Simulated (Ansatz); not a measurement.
Two members of one family (Same ligands, another metal), computed with Ansatz in the gas phase; def2 core potentials for Tc, no spin–orbit coupling. The two geometries come from different levels. Binding counts from free atoms in the multiplicity of their measured ground term, without zero-point energy. A dash marks a value that wasn't run or was left out as unsound. The structures are stationary points that may keep the symmetry of their start. Remarks come from the PBE and PBE0 runs and from stability tests at other levels; not every state was tested. HOMO above LUMO (over both spins in singlets and doublets, within one spin in higher multiplets; at PBE or PBE0), or a gap under 0.15 eV within one spin, warns that the state may not be the lowest or that an electron is smeared out.

First: TcO3F (singlet, charge 0, r2SCAN-D4/def2-SVP geometry).

```tsv
atom	x (Å)	y (Å)	z (Å)
Tc1	-0.0048	0.0015	-0.0253
O2	-0.7765	-1.3839	-0.5553
O3	-0.9870	1.3229	-0.3205
O4	1.4292	0.1867	-0.8655
F5	0.3392	-0.1272	1.7667
```

```json
{"level": "PBE-D4/def2-TZVP", "HOMO (eV)": "-8.64", "LUMO (eV)": "-4.74", "gap (eV)": "3.90", "vertical IE (eV)": "12.20", "vertical triplet (eV)": "3.74", "binding per atom (eV)": "5.04"}
{"level": "r2SCAN-D4/def2-TZVP", "HOMO (eV)": "-9.06", "LUMO (eV)": "-4.85", "gap (eV)": "4.22", "vertical IE (eV)": "12.37", "vertical triplet (eV)": "3.63", "binding per atom (eV)": "4.63"}
{"level": "PBE0-D4/def2-SVP", "HOMO (eV)": "-10.34", "LUMO (eV)": "-4.20", "gap (eV)": "6.14", "vertical IE (eV)": "–", "vertical triplet (eV)": "–", "binding per atom (eV)": "4.31"}
{"level": "ωB97X-V/def2-TZVP", "HOMO (eV)": "-12.72", "LUMO (eV)": "-2.01", "gap (eV)": "10.71", "vertical IE (eV)": "–", "vertical triplet (eV)": "–", "binding per atom (eV)": "4.31"}
{"level": "ωB97M-V/def2-TZVP", "HOMO (eV)": "-12.66", "LUMO (eV)": "-2.01", "gap (eV)": "10.65", "vertical IE (eV)": "–", "vertical triplet (eV)": "–", "binding per atom (eV)": "4.15"}
```

Metal–donor distances: 3 × O 1.67 Å, 1 × F 1.83 Å. Remarks: restricted SCF unstable in HF, spin-contaminated (⟨S²⟩ up to 0.85) (+1 doublet), gap within one spin near zero at PBE or PBE0 (triplet).

Second: MnO3F (singlet, charge 0, B3LYP-D4/def2-SVP geometry).

```xyz
5

Mn   -0.041   -0.021   -0.007
O    -0.350   -0.040   -1.522
O     0.036   -1.462    0.548
O    -1.115    0.794    0.753
F     1.470    0.729    0.228
```

Problem. What does the change do? Estimate second minus first.

Solution. 
```
              level  Δ HOMO (eV)  Δ LUMO (eV)  Δ gap (eV)  Δ vertical IE (eV)  Δ vertical triplet (eV)  Δ binding per atom (eV)
   PBE-D4/def2-TZVP         0.04        -1.47       -1.52                0.07                    -1.59                    -0.94
r2SCAN-D4/def2-TZVP         0.03        -1.59       -1.61                0.05                    -1.76                    -1.03
   PBE0-D4/def2-SVP        -0.02        -1.59       -1.57                   –                        –                    -1.42
  ωB97X-V/def2-TZVP        -0.07        -1.44       -1.37                   –                        –                    -1.40
  ωB97M-V/def2-TZVP        -0.07        -1.41       -1.34                   –                        –                    -1.37
```

Metal–donor distances: 3 × O 1.55 Å, 1 × F 1.70 Å. Remarks: restricted SCF unstable in HF, spin-contaminated (⟨S²⟩ up to 1.02) (+1 doublet), gap within one spin near zero at PBE or PBE0 (triplet).
